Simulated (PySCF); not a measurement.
This PySCF input asks for the NMR shieldings of `O=C([SiH3])[SiH2][C@@H]([SiH3])S[SiH3]`, C2H12OSSi4; the geometry comes from GFN2-xTB.

```python
import basis_set_exchange as bse
import numpy as np
from pyscf import gto, dft
from pyscf.prop import nmr

atoms = """
O    -0.679966   -1.827245   -0.986828
C    -1.484426   -1.128725   -0.394831
Si   -3.003999   -1.950447    0.457771
Si   -1.178973    0.782287   -0.352741
C     0.694257    1.008128   -0.512982
Si    1.368648    2.768435   -0.756516
S     1.421862    0.360872    1.068203
Si    2.528287   -1.330194    0.355932
H    -2.822061   -1.785991    1.897928
H    -3.056696   -3.356500    0.074871
H    -4.175902   -1.208663   -0.007076
H    -1.883274    1.356875   -1.503245
H    -1.679478    1.303384    0.915662
H     1.062588    0.360890   -1.308085
H     0.932836    3.593975    0.364677
H     2.829250    2.704299   -0.816052
H     0.833450    3.278345   -2.021520
H     1.614444   -2.375434   -0.071962
H     3.356866   -0.847508   -0.746508
H     3.317137   -1.696104    1.520872
"""
names = dict.fromkeys(["O", "C", "Si", "S", "H"], "pcSseg-1")
basis = {el: gto.basis.parse(bse.get_basis(n, elements=[el], fmt="nwchem")) for el, n in names.items()}
mol = gto.M(atom=atoms, basis=basis, charge=0, verbose=0)
mf = dft.RKS(mol, xc="PBE0")
mf.grids.level = 2
mf.grids.alignment = dft.numint.BLKSIZE   # the property module wants whole blocks of grid points
mf.conv_tol = 1e-9
mf.kernel()

calc = nmr.RKS(mf)   # GIAO
C = mf.mo_coeff
Co = C[:, mf.mo_occ > 0]
resp = mf.gen_response(singlet=True, hermi=2)
def vind(x):   # induced exchange potential for any number of trial vectors
    d = np.einsum("pi,xij,qj->xpq", C, 2 * x.reshape(-1, C.shape[1], Co.shape[1]), Co, optimize=True)
    return np.einsum("xpq,pi,qj->xij", resp(d - d.transpose(0, 2, 1)), C, Co, optimize=True).ravel()
mo1, _ = nmr.rhf.solve_mo1(calc, with_cphf=vind)
sigma = calc.kernel(mo1)
for i, s in enumerate(sigma):   # ppm
    w = np.linalg.eigvalsh((s + s.T) / 2)
    print("%2d %-2s iso %8.1f  s11 %8.1f  s22 %8.1f  s33 %8.1f" % (i, mol.atom_pure_symbol(i), w.mean(), *w))
```

Problem. What does it print?

Solution. 
```
 0 O  iso   -829.6  s11  -2306.1  s22   -596.7  s33    414.1
 1 C  iso   -127.3  s11   -356.6  s22   -121.4  s33     96.0
 2 Si iso    429.6  s11    384.9  s22    442.4  s33    461.4
 3 Si iso    410.7  s11    345.6  s22    417.9  s33    468.4
 4 C  iso    186.1  s11    162.9  s22    179.6  s33    215.9
 5 Si iso    417.4  s11    383.3  s22    402.1  s33    466.7
 6 S  iso    691.2  s11    549.4  s22    586.5  s33    937.7
 7 Si iso    396.8  s11    354.6  s22    379.8  s33    456.1
 8 H  iso     27.4  s11     25.2  s22     27.0  s33     30.0
 9 H  iso     28.0  s11     24.4  s22     26.7  s33     32.8
10 H  iso     27.3  s11     24.3  s22     27.2  s33     30.2
11 H  iso     27.3  s11     23.2  s22     25.9  s33     32.8
12 H  iso     26.9  s11     23.6  s22     25.8  s33     31.3
13 H  iso     30.7  s11     25.2  s22     29.7  s33     37.1
14 H  iso     27.8  s11     24.1  s22     26.3  s33     33.0
15 H  iso     27.7  s11     23.6  s22     26.5  s33     32.9
16 H  iso     27.5  s11     23.4  s22     25.1  s33     34.0
17 H  iso     26.9  s11     22.8  s22     25.6  s33     32.4
18 H  iso     27.1  s11     23.0  s22     26.0  s33     32.3
19 H  iso     27.3  s11     23.2  s22     24.9  s33     33.8
```

These numbers come from an equivalent density-fitted implementation of the same equations, which agrees with the script to about 0.01 ppm for H and up to a few tenths of a ppm for heavy atoms, so last digits may differ.

Problem. Turn these shieldings into chemical shifts. Referencing at the same level of theory: ¹⁷O (σ = 336.08 ppm) vs H2O; ¹³C (σ = 186.93 ppm) and ²⁹Si (σ = 349.16 ppm) and ¹H (σ = 31.72 ppm) vs TMS; ³³S (σ = 503.73 ppm) vs CS2.

Solution. Averaging equivalent atoms: O 0: 1165.7; C 1: 314.2; C 4: 0.8; Si 7: -47.7; Si 3: -61.5; Si 5: -68.2; Si 2: -80.4; S 6: -187; H 12: 4.81; H 17/18/19: 4.60; H 11: 4.41; H 8/9/10: 4.17; H 14/15/16: 4.05; H 13: 1.07 ppm. Unscaled 17O shifts of doubly bonded oxygen tend to come out too high, by tens of ppm or more. Experimental scales use liquid or dissolved standards, which lie at an offset from isolated H2O (liquid H2O: subtract about 36 ppm).

Size and cost of the density-fitted run: 231 basis functions, 62 s wall time on 1 thread of an Arm Neoverse V2, shared host; peak memory 1.1 GiB.
